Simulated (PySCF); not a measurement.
## Two-component Hartree-Fock for Cu⁴⁺ (copper, charge +4)

Start: [Ar] 3d7; 3d3/2 filled at m_j = -3/2, -1/2, +1/2, +3/2; 3d5/2 filled at m_j = +1/2, +3/2, +5/2. Calculated with PySCF 2.14 in x2c-QZVPPall-2c: generalised Hartree-Fock with the X2C-1e Hamiltonian and a Gaussian nucleus; one run each with spin-orbit coupling (SO) switched off, then screened by Boettger's factors.

```json
{"spinor shell": "1s1/2", "electrons": "2", "ε, spin-free (eV)": "-9120.4", "ε, screened SO (eV)": "-9120.2", "weight of nominal j (screened SO)": "1.000", "rms radius, screened SO (bohr)": "0.0601"}
{"spinor shell": "2s1/2", "electrons": "2", "ε, spin-free (eV)": "-1207.9", "ε, screened SO (eV)": "-1207.8", "weight of nominal j (screened SO)": "1.000", "rms radius, screened SO (bohr)": "0.254"}
{"spinor shell": "2p1/2", "electrons": "2", "ε, spin-free (eV)": "-1048.3", "ε, screened SO (eV)": "-1062.9", "weight of nominal j (screened SO)": "0.996", "rms radius, screened SO (bohr)": "0.226"}
{"spinor shell": "2p3/2", "electrons": "4", "ε, spin-free (eV)": "-1048.3", "ε, screened SO (eV)": "-1041.0", "weight of nominal j (screened SO)": "0.998", "rms radius, screened SO (bohr)": "0.229"}
{"spinor shell": "3s1/2", "electrons": "2", "ε, spin-free (eV)": "-210.66", "ε, screened SO (eV)": "-210.63", "weight of nominal j (screened SO)": "1.000", "rms radius, screened SO (bohr)": "0.749"}
{"spinor shell": "3p1/2", "electrons": "2", "ε, spin-free (eV)": "-160.58", "ε, screened SO (eV)": "-167.03", "weight of nominal j (screened SO)": "0.663", "rms radius, screened SO (bohr)": "0.781"}
{"spinor shell": "3p3/2", "electrons": "4", "ε, spin-free (eV)": "-160.58", "ε, screened SO (eV)": "-157.36", "weight of nominal j (screened SO)": "0.831", "rms radius, screened SO (bohr)": "0.790"}
{"spinor shell": "3d5/2", "electrons": "3", "ε, spin-free (eV)": "-84.776", "ε, screened SO (eV)": "-86.176", "weight of nominal j (screened SO)": "0.779", "rms radius, screened SO (bohr)": "0.878"}
{"spinor shell": "3d3/2", "electrons": "4", "ε, spin-free (eV)": "-84.776", "ε, screened SO (eV)": "-83.745", "weight of nominal j (screened SO)": "0.705", "rms radius, screened SO (bohr)": "0.889"}
```

```
   quantity    spin-free  screened SO
E (hartree)  -1649.01625  -1649.06566
        M_J          9/2          9/2
       ⟨J²⟩       24.755       24.755
       ⟨L²⟩       12.003       12.038
       ⟨S²⟩        3.752        3.740
```

Each row is a mean over spinors that exchange with the open shell spreads, by up to 14.426 eV (3p3/2).

Rows whose weight is well below 1 are mixtures of j = l ± 1/2: exchange outweighs spin-orbit coupling there, and the label is only the starting occupation.

Without spin-orbit coupling the j labels of p, d and f shells carry no meaning; the spin-free column gives the mean over the occupied spinors of each nl shell.
